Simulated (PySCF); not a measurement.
Can point charges reproduce the dipole moment of `F/C(=C/Cl)C(N)=O`?

Coordinates (GFN2-xTB, Å) and charges (e) from the PBE0/pcSseg-1 density (PySCF):

```csv
atom,x,y,z,Mulliken,IAO,Hirshfeld,ESP-fitted
N1,-1.797,-0.055,-0.369,-0.3887,-0.5032,-0.1723,-0.9269
C2,-0.638,0.531,0.000,+0.4061,+0.4146,+0.1529,+0.6363
O3,-0.544,1.700,0.301,-0.4038,-0.4828,-0.2868,-0.5085
C4,0.531,-0.395,0.007,+0.1989,+0.2055,+0.0598,+0.2717
F5,0.253,-1.675,-0.356,-0.2872,-0.2743,-0.0743,-0.2056
C6,1.797,-0.115,0.323,-0.0974,-0.1906,-0.0374,-0.3975
Cl7,2.332,1.418,0.797,-0.0101,+0.0577,+0.0156,+0.0288
H8,-2.630,0.508,-0.397,+0.2036,+0.2942,+0.1477,+0.4288
H9,-1.851,-1.027,-0.615,+0.2092,+0.2895,+0.1306,+0.4117
H10,2.554,-0.886,0.286,+0.1693,+0.1894,+0.0643,+0.2610
```

Task: Compute μ = Σ q r for each scheme (1 e·Å = 4.803 D) and compare with the dipole of the full density.

Result: The full density gives (-1.19, -2.79, -0.91) D, 3.17 D in size; dipole vectors point from the negative to the positive end.

```json
{"scheme": "Mulliken", "μx": "0.02", "μy": "-1.50", "μz": "-0.36", "size (D)": "1.54", "share of the full size (%)": "49", "angle to the full dipole (°)": "23"}
{"scheme": "IAO", "μx": "-0.44", "μy": "-1.95", "μz": "-0.56", "size (D)": "2.08", "share of the full size (%)": "66", "angle to the full dipole (°)": "10"}
{"scheme": "Hirshfeld", "μx": "-0.56", "μy": "-1.85", "μz": "-0.56", "size (D)": "2.01", "share of the full size (%)": "64", "angle to the full dipole (°)": "6"}
{"scheme": "ESP-fitted", "μx": "-1.16", "μy": "-2.83", "μz": "-0.91", "size (D)": "3.19", "share of the full size (%)": "101", "angle to the full dipole (°)": "1"}
```

Task: Which set comes closest?

Result: Length of the difference vector: ESP-fitted 0.05 D, IAO 1.18 D, Hirshfeld 1.19 D, Mulliken 1.85 D. Closest: ESP-fitted. ESP charges are fitted to the potential around the molecule, whose slowest-falling term is the dipole's. 

Task: What is left for the Hirshfeld atoms' own dipoles?

Result: The Hirshfeld atoms' densities add up to the full density, so μ = Σ q r + Σ (atomic dipoles). The atomic dipoles sum to (-1.19, -2.79, -0.91) − (-0.56, -1.85, -0.56) = (-0.63, -0.94, -0.35) D, 1.19 D in size.

Task: With the origin at the mean of the coordinates, (0.001, 0.000, -0.002) Å, which are the largest single terms, by size, of the ESP-fitted dipole along the direction of the full one?

Result: N1 -3.70, H9 +3.52, O3 +3.37, F5 -1.46, H8 +1.35 D; all 10 atoms together +3.19 D. The single terms depend on the origin, their sum doesn't.

Task: Give the size of the full dipole in other units.

Result: 3.17 D = 1.247 au = 0.660 e·Å = 10.57 × 10⁻³⁰ C·m.

The structure is a single GFN2-xTB conformer in the gas phase; no vibrational or solvent corrections.

Shape of the structure used: `[NH2:1][C:2](=[O:3])/[C:4]([F:5])=[CH:6]\[Cl:7]`: N1–C2–C4–F5 0°, H–N1–C2–O3 0°, H–N1–C2–O3 180°.
